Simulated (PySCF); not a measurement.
CH₄ClFOSi. Atoms are numbered in the order given.

```xyz
9

O     -2.1677     0.9976     0.2803
C     -1.6062    -0.2041    -0.2433
Si     0.1654    -0.4225     0.3849
F      0.7303    -1.9069    -0.0150
Cl     1.4095     0.9971    -0.4576
H     -2.2908     0.8727     1.2395
H     -1.5908    -0.1064    -1.3495
H     -2.2176    -1.1143    -0.0219
H      0.2288    -0.2821     1.8756
```

Geometry optimised at PBE-D3(BJ)/def2-SVP. The structure was generated by enumeration; whether it is a known compound was not checked. Other conformers were not sampled.

Method: PBE0/pcSseg-1 run with PySCF.

GIAO shieldings, no solvent; atoms alike by connectivity are averaged. δ = σ(ref) − σ: ¹⁷O against H2O (σ = 334.2 ppm); ¹³C against TMS (σ = 186.3 ppm); ²⁹Si against TMS (σ = 352.7 ppm); ¹⁹F against CFCl3 (σ = 167.2 ppm); ³⁵Cl against HCl (σ = 945.9 ppm); ¹H against TMS (σ = 31.56 ppm), references at their B3LYP-D3(BJ)/def2-TZVP geometries, non-relativistic (without spin–orbit terms, shifts of atoms bonded to Cl or Br come out too high).

Computed chemical shifts:
| nucleus | atoms | count | δ (ppm) |
|---|---|---|---|
| ¹⁷O | O1 | 1 | -5.0 |
| ¹³C | C2 | 1 | 60.1 |
| ²⁹Si | Si3 | 1 | 13.9 |
| ¹⁹F | F4 | 1 | -161.3 |
| ³⁵Cl | Cl5 | 1 | 52.8 |
| ¹H | H9 | 1 | 5.78 |
| ¹H | H7, H8 | 2 | 4.15 |
| ¹H | H6 | 1 | 0.02 |
